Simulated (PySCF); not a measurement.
**Removing an electron from pentamethylene sulfone**

Compound: pentamethylene sulfone, C5H10O2S.
Cartesian coordinates in Å at the PBE0-D3(BJ)/def2-SVP level; atoms count from 1:
```xyz
18
C5H10O2S angstrom
O     -2.705    0.621    0.546
S     -1.459    0.364   -0.170
O     -1.352    0.611   -1.610
C     -0.125    1.262    0.626
C      1.221    0.833    0.061
C      1.495   -0.658    0.253
C      0.459   -1.562   -0.412
C     -0.950   -1.332    0.116
H     -0.226    1.073    1.706
H     -0.360    2.320    0.433
H      1.239    1.084   -1.012
H      2.012    1.428    0.544
H      2.493   -0.896   -0.148
H      1.536   -0.884    1.334
H      0.451   -1.388   -1.500
H      0.725   -2.620   -0.258
H     -1.712   -1.932   -0.405
H     -1.045   -1.508    1.199
```

Level: CAM-B3LYP/def2-SVPD (PySCF). Frontier orbitals with their largest atomic shares (Löwdin; up to four atoms above 4 %):

```csv
orbital,ε (eV),main atoms
HOMO−3,-10.78,"O3 34 %, O1 31 %, S2 14 %, C4 5 %"
HOMO−2,-10.59,"O3 43 %, O1 38 %, S2 10 %"
HOMO−1,-10.04,"O1 43 %, O3 42 %, S2 6 %"
HOMO,-9.44,?
LUMO,0.87,"S2 14 %, C6 10 %, H14 9 %, H9 8 %"
LUMO+1,1.41,"S2 30 %, H11 7 %, H15 7 %, H13 7 %"
LUMO+2,1.48,"S2 34 %, H16 8 %, H12 8 %, H17 7 %"
```

Task: What vertical ionisation energy does ΔSCF give, and how far is −ε(HOMO) from it?

Result: ΔSCF: 10.20 eV (985 kJ/mol; threshold wavelength 122 nm); ⟨S²⟩ of the doublet left behind is 0.758, against 0.75 for a pure doublet. −ε(HOMO) is 9.44 eV, 0.76 eV below it. In exact Kohn–Sham theory the two would be equal; CAM-B3LYP (range-separated hybrid) falls short of its own ΔSCF value by 7 %.

Task: On which atoms does the HOMO lie?

Result: O1 (sulfonyl oxygen) 24 %, O3 (sulfonyl oxygen) 24 %, S2 (sulfonyl sulfur) 13 %, C8 (sp3 carbon bound to sulfur) 12 %, so no atom holds as much as 40 %. The HOMO−1 lies 0.60 eV lower.

Task: With α = 82.0 au, estimate the like-pair dispersion coefficient by London's formula C6 = (3/4)α²I.

Result: I = 0.3750 Eh, so C6 ≈ 1890 au, a rough estimate.

Task: What total energies stand behind the ΔSCF value?

Result: E(N) = -744.63469 Eh and E(N − 1) = -744.25970 Eh at the same geometry, 0.37499 Eh apart.

Task: What kinetic energy would electrons from this vertical process carry with He I light (21.218 eV)?

Result: 21.22 − 10.20 = 11.02 eV.

The structure is a single PBE0-D3(BJ)/def2-SVP conformer in the gas phase; no vibrational or solvent corrections.

These values come from a run that also computed excited states and ΔSCF ions. On one thread, Arm Neoverse V1, on a shared host, this took 5.9 min of wall time.
